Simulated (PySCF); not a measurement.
Orbital energies and ionisation energy

Compound: C2H5BF2O2Si.
Cartesian coordinates in Å at the PBE0-D3(BJ)/def2-SVP level; atoms count from 1:
```xyz
13
C2H5BF2O2Si angstrom
O      0.1061    0.6692    1.6583
C      0.0318   -0.1037    0.7358
C      1.0403   -1.1673    0.4291
B      2.0472   -0.7039   -0.6817
F      1.7132    0.1928   -1.5860
F      3.2597   -1.2127   -0.7561
O     -0.9638   -0.0520   -0.1522
Si    -2.0966    1.2301    0.0476
H      0.5285   -2.0589    0.0282
H      1.5837   -1.4484    1.3405
H     -2.8277    1.0751    1.3319
H     -3.0172    1.0317   -1.1022
H     -1.4044    2.5409   -0.0511
```

Level: CAM-B3LYP/def2-SVPD (PySCF). Frontier orbitals with their largest atomic shares (Löwdin; up to four atoms above 4 %):

```
orbital  ε (eV)                             main atoms
 HOMO−3  -11.60   O1 25 %, Si8 17 %, H11 12 %, C3 10 %
 HOMO−2  -11.26  Si8 34 %, H12 25 %, O7 16 %, H13 12 %
 HOMO−1  -10.85   O7 34 %, O1 22 %, Si8 17 %, H11 12 %
   HOMO  -10.05                                      ?
   LUMO    0.55      B4 34 %, Si8 10 %, C3 8 %, C2 8 %
 LUMO+1    0.77      C2 22 %, O1 17 %, B4 17 %, C3 9 %
 LUMO+2    1.07    Si8 25 %, B4 14 %, C2 11 %, H11 8 %
```

**Question.** What vertical ionisation energy does ΔSCF give, and how far is −ε(HOMO) from it?

**Answer.** ΔSCF: 10.91 eV (1052 kJ/mol; threshold wavelength 114 nm); ⟨S²⟩ of the doublet left behind is 0.756, against 0.75 for a pure doublet. −ε(HOMO) is 10.05 eV, 0.86 eV below it. In exact Kohn–Sham theory the two would be equal; CAM-B3LYP (range-separated hybrid) falls short of its own ΔSCF value by 8 %.

**Question.** On which atoms does the HOMO lie?

**Answer.** O1 (carbonyl oxygen) 67 %, O7 (oxygen singly bound to a carbonyl carbon) 11 %, C2 (carbonyl carbon) 8 %, C3 (sp3 carbon bound to boron) 8 %, so more than half of it is on one atom. The HOMO−1 lies 0.80 eV lower.

**Question.** With α = 68.7 au, estimate the like-pair dispersion coefficient by London's formula C6 = (3/4)α²I.

**Answer.** I = 0.4008 Eh, so C6 ≈ 1420 au, a rough estimate.

**Question.** Shift the occupied levels rigidly so that −ε(HOMO) equals the ΔSCF value. What binding energies result?

**Answer.** The shift is +0.86 eV: HOMO 10.91, HOMO−1 11.71, HOMO−2 12.12, HOMO−3 12.46 eV. A rigid shift is only a rough guide to the deeper ionisations.

One conformer (not necessarily the lowest) at the PBE0-D3(BJ)/def2-SVP geometry, without solvent, vibrations or thermal averaging.
